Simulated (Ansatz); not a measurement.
`C#C[SiH2]F` + `CB[SiH3]` → `F[SiH2]B[SiH3]` + `C#CC` at 500 K and 1 bar (formal exchange of groups at the Si–C bond).

Isolated molecules relaxed with PBE0-D4/def2-TZVP in Ansatz; ΔE leaves out vibrations. CCSD(T)/CBS adds triple-zeta CCSD(T) − MP2 to the extrapolated MP2 energy (def2 sets, frozen cores). This one scheme is used for every species. Each species was taken in one conformer, which may not be the lowest.

```csv
species,CCSD(T)/CBS energy (Eh),H − E (kJ/mol),S (J/(mol·K))
`C#C[SiH2]F`,-466.78369,137.2,346.0
`CB[SiH3]`,-356.10570,230.4,372.1
`F[SiH2]B[SiH3]`,-706.36214,195.3,424.1
`C#CC`,-116.49627,173.5,282.9
```

H − E and S are ideal-gas, rigid-rotor, harmonic terms from PBE0-D4/def2-TZVP, for one conformer and one mirror image of each species. 1 Eh = 2625.50 kJ/mol, R = 8.31446 J/(mol·K).

**Question.** By hand: ΔE, ΔH, ΔS and ΔG.

**Answer.** ΔE = (-706.36214) + (-116.49627) − (-466.78369) − (-356.10570) = 0.03098 Eh = 81.3 kJ/mol. Δ(H − E) = 195.3 + 173.5 − 137.2 − 230.4 = 1.2, so ΔH = 82.5 kJ/mol. ΔS = 424.1 + 282.9 − 346.0 − 372.1 = -11.1 J/(mol·K). ΔG = 82.5 − 500 × (-11.1)/1000 = 88.0 kJ/mol.

**Question.** By hand: the equilibrium constant, and the temperature at which ΔG would vanish if ΔH and ΔS stayed fixed.

**Answer.** log₁₀ K = −ΔG/(RT ln 10) = -9.2. ΔH and −TΔS have one sign here, so there is no such temperature.

The number of gas molecules stays the same, so ΔS is small and ΔH decides. A doubt of 5 kJ/mol in ΔE shifts log₁₀ K by 0.5 here. Other conformers and mirror images would add mixing entropy, several J/(mol·K) or more a flexible species. Modes under 60 cm⁻¹, often nearly free rotors, make the harmonic entropy too high. These are equilibria of isolated gas molecules and say nothing of rates. Largest T1 diagnostic: 0.013 (customary marks: 0.02 for closed shells, 0.045 for open ones).

ΔS is within the doubt of such terms, so its sign, and with it that verdict, could turn.
